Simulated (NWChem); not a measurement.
System: I cation, triplet

Here is an NWChem input.

```
start job
memory heap 200 mb stack 700 mb global 900 mb
charge 1
geometry units angstroms noautoz
  I      0.000000     0.000000     0.000000
end
basis spherical
  I library def2-tzvpp
end
ecp
  I library def2-ecp
end
dft
  odft
  mult 3
  xc xpbe96 cpbe96
  iterations 150
  mulliken
end
task dft gradient
```

Parts of the log:

```
             Northwest Computational Chemistry Package (NWChem) 7.3.0
             --------------------------------------------------------

                             Geometry "geometry" -> ""
                             -------------------------

 Output coordinates in angstroms (scale by  1.889725989 to convert to a.u.)

  No.       Tag          Charge          X              Y              Z
 ---- ---------------- ---------- -------------- -------------- --------------
    1 I                   53.0000     0.00000000     0.00000000     0.00000000

 Effective nuclear repulsion energy (a.u.)       0.0000000000

 Summary of "ao basis" -> "ao basis" (spherical)
 ------------------------------------------------------------------------------
       Tag                 Description            Shells   Functions and Types
 ---------------- ------------------------------  ------  ---------------------
 I                         def2-tzvpp               16       50   6s5p3d2f

            General Information
            -------------------
          SCF calculation type: DFT
          Wavefunction type:  spin polarized.
          No. of atoms     :     1
          No. of electrons :    24
           Alpha electrons :    13
            Beta electrons :    11
          Charge           :     1
          Spin multiplicity:     3
          Use of symmetry is: off; symmetry adaption is: off
          Maximum number of iterations: 150
          AO basis - number of functions:    50
                     number of shells:    16
          Convergence on energy requested:  1.00D-06
          Convergence on density requested:  1.00D-05
          Convergence on gradient requested:  5.00D-04

              XC Information
              --------------
          PerdewBurkeErnzerhof Exchange Functional  1.000
            Perdew 1991 LDA Correlation Functional  1.000 local
           PerdewBurkeErnz. Correlation Functional  1.000 non-local

             Grid Information
             ----------------
          Grid used for XC integration:  medium
          Radial quadrature: Mura-Knowles
          Angular quadrature: Lebedev.
          Tag              B.-S. Rad. Rad. Pts. Rad. Cut. Ang. Pts.
          ---              ---------- --------- --------- ---------
          I                   1.40      123           6.0       590
          Grid pruning is: on
          Number of quadrature shells:   123
          Spatial weights used:  Erf1

      Superposition of Atomic Density Guess
      -------------------------------------

 Sum of atomic energies:        -347.16183158

 Renormalizing density from      25.00 to     24

      Non-variational initial energy
      ------------------------------

 Total energy =    -293.127904
 1-e energy   =    -496.687898
 2-e energy   =     203.559994
 HOMO         =      -0.777706
 LUMO         =      -0.777706

     ---------------------------------------------
      Total Density - Mulliken Population Analysis
     ---------------------------------------------

    Atom       Charge   Shell Charges
 -----------   ------   -------------------------------------------------------
    1 I   25    24.00   0.20 -0.81  1.69  0.96  1.39  0.58 -0.49  6.50  1.47  2.11  0.41  9.48  0.50  0.02  0.00  0.00

     --------------------------------------------
      Spin Density - Mulliken Population Analysis
     --------------------------------------------

    Atom       Charge   Shell Charges
 -----------   ------   -------------------------------------------------------
    1 I   25     2.00   0.00  0.00  0.00  0.00 -0.00  0.00 -0.02  0.03  0.73  1.05  0.20 -0.00  0.00 -0.00  0.00  0.00

   convergence    iter        energy       DeltaE   RMS-Dens  Diis-err
 ---------------- ----- ----------------- --------- --------- ---------
 d= 0,ls=0.0,diis     1   -297.1887566126 -2.97D+02  1.56D-02  5.09D-01
                                                     2.62D-02  4.49D-01
 d= 0,ls=0.5,diis     2   -297.2214650047 -3.27D-02  6.39D-03  2.79D-01
                                                     5.84D-03  2.39D-01
 d= 0,ls=0.5,diis     3   -297.2740734243 -5.26D-02  1.90D-03  1.43D-02
                                                     1.41D-03  5.59D-03
 d= 0,ls=0.5,diis     4   -297.2788323334 -4.76D-03  5.55D-04  9.17D-04
                                                     3.78D-04  2.11D-04
 d= 0,ls=0.5,diis     5   -297.2792999068 -4.68D-04  2.51D-04  1.55D-04
                                                     1.47D-04  2.84D-05
  Resetting Diis
 d= 0,ls=0.5,diis     6   -297.2793884928 -8.86D-05  1.16D-04  2.38D-05
                                                     6.86D-05  5.70D-06
 d= 0,ls=0.5,diis     7   -297.2794038595 -1.54D-05  5.26D-05  3.25D-06
                                                     3.06D-05  7.97D-07
 d= 0,ls=0.5,diis     8   -297.2794063190 -2.46D-06  2.73D-05  6.03D-07
                                                     1.83D-05  2.47D-07
 d= 0,ls=0.5,diis     9   -297.2794067967 -4.78D-07  1.18D-05  1.75D-07
                                                     7.57D-06  9.46D-08
 d= 0,ls=0.5,diis    10   -297.2794069160 -1.19D-07  5.72D-06  3.22D-08
                                                     3.53D-06  1.27D-08

         Total DFT energy =     -297.279406943675
      One electron energy =     -509.040436919814
           Coulomb energy =      233.672816932412
    Exchange-Corr. energy =      -21.911786956274
 Nuclear repulsion energy =        0.000000000000

 Numeric. integr. density =       23.999999999095

                    DFT Final Alpha Molecular Orbital Analysis
                    ------------------------------------------

 Vector   11  Occ=1.000000D+00  E=-6.018349D-01
              MO Center=  4.7D-15, -2.6D-14,  6.3D-15, r^2= 1.7D+00
   Bfn.  Coefficient  Atom+Function         Bfn.  Coefficient  Atom+Function
  ----- ------------  ---------------      ----- ------------  ---------------
    16      0.428899  1 I  px                18     -0.417661  1 I  pz
    10     -0.345799  1 I  px                12      0.336739  1 I  pz
    13      0.292532  1 I  px                15     -0.284867  1 I  pz
    17     -0.204802  1 I  py                11      0.165121  1 I  py
    14     -0.139686  1 I  py                19      0.086033  1 I  px

 Vector   12  Occ=1.000000D+00  E=-6.018348D-01
              MO Center= -5.2D-15,  2.8D-14, -1.0D-14, r^2= 1.7D+00
   Bfn.  Coefficient  Atom+Function         Bfn.  Coefficient  Atom+Function
  ----- ------------  ---------------      ----- ------------  ---------------
    17      0.582037  1 I  py                11     -0.469235  1 I  py
    14      0.396952  1 I  py                18     -0.245193  1 I  pz
    12      0.197674  1 I  pz                15     -0.167223  1 I  pz
    20      0.116652  1 I  py                 8     -0.059537  1 I  py
    21     -0.049142  1 I  pz                16      0.039157  1 I  px

 Vector   13  Occ=1.000000D+00  E=-5.590890D-01
              MO Center=  2.2D-16, -2.1D-14,  1.7D-14, r^2= 1.7D+00
   Bfn.  Coefficient  Atom+Function         Bfn.  Coefficient  Atom+Function
  ----- ------------  ---------------      ----- ------------  ---------------
    16      0.452259  1 I  px                18      0.397282  1 I  pz
    10     -0.367713  1 I  px                12     -0.323013  1 I  pz
    13      0.310231  1 I  px                15      0.272518  1 I  pz
    17      0.136936  1 I  py                19      0.112780  1 I  px
    11     -0.111337  1 I  py                21      0.099070  1 I  pz

 Vector   14  Occ=0.000000D+00  E=-1.312852D-01
              MO Center=  2.7D-15,  3.2D-14, -1.5D-14, r^2= 2.7D+00
   Bfn.  Coefficient  Atom+Function         Bfn.  Coefficient  Atom+Function
  ----- ------------  ---------------      ----- ------------  ---------------
    36      0.559822  1 I  d  2              33      0.533093  1 I  d -1
    35      0.396156  1 I  d  1              32     -0.258332  1 I  d -2
    34      0.231422  1 I  d  0              26     -0.169033  1 I  d  2
    23     -0.160963  1 I  d -1              25     -0.119615  1 I  d  1
    22      0.078001  1 I  d -2              31      0.076944  1 I  d  2

 Vector   15  Occ=0.000000D+00  E=-1.312852D-01
              MO Center= -1.8D-15,  3.8D-14, -1.0D-14, r^2= 2.7D+00
   Bfn.  Coefficient  Atom+Function         Bfn.  Coefficient  Atom+Function
  ----- ------------  ---------------      ----- ------------  ---------------
    32      0.564491  1 I  d -2              33     -0.450697  1 I  d -1
    34      0.414311  1 I  d  0              36      0.317574  1 I  d  2
    35      0.283787  1 I  d  1              22     -0.170443  1 I  d -2
    23      0.136084  1 I  d -1              24     -0.125097  1 I  d  0
    26     -0.095889  1 I  d  2              25     -0.085687  1 I  d  1

 Vector   16  Occ=0.000000D+00  E=-1.083444D-01
              MO Center= -7.9D-16, -1.0D-14,  7.3D-16, r^2= 2.7D+00
   Bfn.  Coefficient  Atom+Function         Bfn.  Coefficient  Atom+Function
  ----- ------------  ---------------      ----- ------------  ---------------
    34      0.693219  1 I  d  0              36     -0.535491  1 I  d  2
    33      0.334163  1 I  d -1              24     -0.202427  1 I  d  0
    26      0.156369  1 I  d  2              23     -0.097579  1 I  d -1
    29      0.086167  1 I  d  0              32      0.081704  1 I  d -2
    31     -0.066562  1 I  d  2              35     -0.044630  1 I  d  1

                     DFT Final Beta Molecular Orbital Analysis
                     -----------------------------------------

[...]

                         DFT ENERGY GRADIENTS

    atom               coordinates                        gradient
                 x          y          z           x          y          z
   1 I       0.000000   0.000000   0.000000   -0.000000  -0.000000   0.000000
```

Level: PBE/def2-TZVPP with def2 effective core potentials on I, spin-unrestricted. The open p shell is one determinant without spherical averaging. No stability test was run on the SCF state. def2 effective core potentials on I; no spin-orbit coupling.
